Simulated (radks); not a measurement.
Values are calculated unless marked as measured or tabulated.
Neutral manganese, 25 electrons, occupied as [Ar] 3d5 4s2.

Code: a radial shooting solver on a logarithmic mesh with Libxc functionals. Model: Dirac Kohn-Sham, PBE, spin-unpolarised, spherical densities, finite nucleus; open shells fill j = l - 1/2 first; Fermi nuclear charge, rms radius 3.7057 fm.

Energy parts (hartree):
| part | energy |
|---|---|
| total | -1158.32095 |
| kinetic | 1173.17444 |
| electron-nucleus | -2767.32450 |
| Hartree | 487.78620 |
| exchange-correlation | -51.95709 |

Orbitals (lengths in bohr, moments of r in powers of bohr):
1s1/2: occ. 2; eigenvalue (hartree) -236.2282; <r> 0.06090; <r^4> 0.00006401; <1/r> 24.93
2s1/2: occ. 2; eigenvalue (hartree) -27.32847; <r> 0.2792; <r^4> 0.01487; <1/r> 5.323
2p1/2: occ. 2; eigenvalue (hartree) -23.40460; <r> 0.2451; <r^4> 0.01120; <1/r> 5.266
2p3/2: occ. 4; eigenvalue (hartree) -23.02132; <r> 0.2480; <r^4> 0.01166; <1/r> 5.179
3s1/2: occ. 2; eigenvalue (hartree) -3.15367; <r> 0.8515; <r^4> 1.140; <1/r> 1.664
3p1/2: occ. 2; eigenvalue (hartree) -2.03553; <r> 0.8983; <r^4> 1.603; <1/r> 1.536
3p3/2: occ. 4; eigenvalue (hartree) -1.98886; <r> 0.9074; <r^4> 1.670; <1/r> 1.516
3d3/2: occ. 4; eigenvalue (hartree) -0.25024; <r> 1.221; <r^4> 12.35; <1/r> 1.129
3d5/2: occ. 1; eigenvalue (hartree) -0.24591; <r> 1.228; <r^4> 12.69; <1/r> 1.123
4s1/2: occ. 2; eigenvalue (hartree) -0.18754; <r> 3.095; <r^4> 215.4; <1/r> 0.4208

The highest occupied level is 4s1/2 at -5.103 eV. For comparison, the ionisation energy in NIST's Atomic Spectra Database is 7.434 eV (measured). In exact Kohn-Sham theory the highest level is minus the ionisation energy, but local and semilocal functionals leave it too shallow, through self-interaction and a potential that decays too fast; potentials with the right tail come closer. The density falls to 0.001 e/bohr^3 at r = 4.54 bohr.

Beside tabulated values, note that spin-unpolarised runs miss the spin-polarisation part of the exchange energy of open shells.
